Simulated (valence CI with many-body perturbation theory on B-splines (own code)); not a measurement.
Energy levels of Br⁺

Calculated by configuration interaction combined with many-body perturbation theory (CI+MBPT): six valence electrons over a frozen Dirac-Fock core [Ar] 3d10, radial functions for each j: 9 s, 9 p, 8 d, 6 f, 3 g, 1 h, with the one-electron correlation potential Σ1, the two-electron term Σ2, the three-electron term Σ3, Breit, model QED; selected CI, second order for the rest, scaled by the run's own slope (own B-spline code, finite nucleus).

Set against measurement, 28 paired levels are off by 346 cm⁻¹ on average, the worst by 547. These come from a selection out of the NIST Handbook of Basic Atomic Spectroscopic Data. Levels without a partner in it may be off by more. Among the levels kept, up to 1600 cm⁻¹ of a level comes from second order outside the variational space, and about a tenth of that is noise between levels of different J, which matters for small intervals.

Levels 1 to 33 of 33, with energies above the lowest level, 4s2.4p4 3P_2. "Leading %" is the weight of the configuration and term that name the level; weights of strongly mixed levels are sums over their largest components and can fall short. In the jj column 3d3/2^4 stands for four electrons in 3d with j = 3/2. Lifetimes count E1, E2, E3, M1 and M2 decay at the calculated energies, and are blank where another channel may lead or the interval is too uncertain; long ones can be off by a factor of two.

| No. | Configuration | Term | J | E (eV) | Leading % | Leading jj | Lifetime |
| --- | --- | --- | --- | --- | --- | --- | --- |
| 1 | 4s2.4p4 | 3P | 2 | 0.000 | 92 | 4s^2 4p1/2^2 4p3/2^2 (77 %) |  |
| 2 | 4s2.4p4 | 3P | 1 | 0.386 | 94 | 4s^2 4p1/2 4p3/2^3 (94 %) | 1.50 s |
| 3 | 4s2.4p4 | 3P | 0 | 0.470 | 92 | 4s^2 4p3/2^4 (47 %) | 59.2 s |
| 4 | 4s2.4p4 | 1D | 2 | 1.503 | 91 | 4s^2 4p1/2 4p3/2^3 (76 %) | 448 ms |
| 5 | 4s2.4p4 | 1S | 0 | 3.464 | 90 | 4s^2 4p3/2^4 (46 %) | 37.7 ms |
| 6 | 4s2.4p3.5s | 5S° | 2 | 11.601 | 92 | 4s^2 4p1/2 4p3/2^2 5s (49 %) | 91.5 ns |
| 7 | 4s.4p5 | 3P° | 2 | 11.905 | 65 | 4s 4p1/2^2 4p3/2^3 (65 %) | 30.6 ns |
| 8 | 4s2.4p3.5s | 3S° | 1 | 12.169 | 86 | 4s^2 4p1/2 4p3/2^2 5s (44 %) | 502 ps |
| 9 | 4s.4p5 | 3P° | 1 | 12.198 | 60 | 4s 4p1/2 4p3/2^4 (35 %) | 7.53 ns |
| 10 | 4s.4p5 | 3P° | 0 | 12.369 | 61 | 4s 4p1/2 4p3/2^4 (61 %) | 49.2 ns |
| 11 | 4s2.4p3.4d | 5D° | 3 | 12.835 | 91 | 4s^2 4p1/2 4p3/2^2 4d5/2 (25 %) | 135 ns |
| 12 | 4s2.4p3.4d | 5D° | 4 | 12.838 | 92 | 4s^2 4p1/2 4p3/2^2 4d5/2 (50 %) | 1.05 s |
| 13 | 4s2.4p3.4d | 5D° | 2 | 12.842 | 91 | 4s^2 4p1/2 4p3/2^2 4d3/2 (37 %) | 96.9 ns |
| 14 | 4s2.4p3.4d | 5D° | 1 | 12.850 | 90 | 4s^2 4p1/2 4p3/2^2 4d3/2 (46 %) | 89.4 ns |
| 15 | 4s2.4p3.4d | 5D° | 0 | 12.855 | 87 | 4s^2 4p1/2 4p3/2^2 4d3/2 (40 %) | 96.3 ns |
| 16 | 4s2.4p3.5s | 3D° | 1 | 13.536 | 68 | 4s^2 4p1/2 4p3/2^2 5s (36 %) | 3.54 ns |
| 17 | 4s2.4p3.5s | 3D° | 2 | 13.565 | 65 | 4s^2 4p1/2 4p3/2^2 5s (43 %) | 4.56 ns |
| 18 | 4s2.4p3.5s | 3D° | 3 | 13.647 | 66 | 4s^2 4p1/2 4p3/2^2 5s (66 %) | 6.03 ns |
| 19 | 4s2.4p3.4d | 3D° | 2 | 13.789 | 48 | 4s^2 4p1/2^2 4p3/2 4d5/2 (22 %) | 922 ps |
| 20 | 4s2.4p3.4d | 3D° | 1 | 13.889 | 71 | 4s^2 4p1/2 4p3/2^2 4d5/2 (46 %) | 1.06 ns |
| 21 | 4s2.4p3.4d | 3D° | 3 | 13.895 | 64 | 4s^2 4p1/2 4p3/2^2 4d5/2 (38 %) | 1.03 ns |
| 22 | 4s2.4p3.5s | 1D° | 2 | 13.968 | 62 | 4s^2 4p1/2 4p3/2^2 5s (70 %) | 725 ps |
| 23 | 4s2.4p3.4d | 1P° | 1 | 14.008 | 61 | 4s^2 4p1/2 4p3/2^2 4d5/2 (26 %) | 23.8 ns |
| 24 | 4s2.4p3.5p | 5P | 1 | 14.166 | 90 | 4s^2 4p1/2 4p3/2^2 5p1/2 (44 %) | 8.27 ns |
| 25 | 4s2.4p3.5p | 5P | 2 | 14.184 | 88 | 4s^2 4p1/2 4p3/2^2 5p1/2 (32 %) | 8.13 ns |
| 26 | 4s2.4p3.5p | 5P | 3 | 14.225 | 91 | 4s^2 4p1/2 4p3/2^2 5p3/2 (49 %) | 7.64 ns |
| 27 | 4s2.4p3.5p | 3P | 1 | 14.529 | 89 | 4s^2 4p1/2^2 4p3/2 5p3/2 (35 %) | 10.9 ns |
| 28 | 4s2.4p3.4d | 3F° | 2 | 14.548 | 87 | 4s^2 4p1/2 4p3/2^2 4d3/2 (52 %) | 24.9 ns |
| 29 | 4s2.4p3.5p | 3P | 2 | 14.553 | 88 | 4s^2 4p1/2 4p3/2^2 5p3/2 (38 %) | 10.7 ns |
| 30 | 4s2.4p3.5p | 3P | 0 | 14.556 | 91 | 4s^2 4p1/2 4p3/2^2 5p3/2 (63 %) | 11.0 ns |
| 31 | 4s2.4p3.4d | 1S° | 0 | 14.614 | 89 | 4s^2 4p1/2 4p3/2^2 4d5/2 (47 %) | 11.5 μs |
| 32 | 4s2.4p3.4d | 3F° | 3 | 14.642 | 87 | 4s^2 4p1/2 4p3/2^2 4d3/2 (50 %) | 22.5 ns |
| 33 | 4s2.4p3.4d | 3F° | 4 | 14.752 | 85 | 4s^2 4p1/2 4p3/2^2 4d5/2 (71 %) | 3.38 ms |

Names give the largest LS component (configuration and term), which can be under half, so a name can repeat, a term be missing and a line seem to break the LS rules; names also repeat where a configuration has a term twice.

Where two levels of one J and parity lie close, their mixing, g and order are uncertain.

The ionisation energy to 4s2.4p3 4S°_3/2 of the next ion comes out as 21.521 eV (NIST: 21.591 eV (measured), further off than twice its uncertainty). All 33 levels together are meant to be complete up to 14.852 eV.
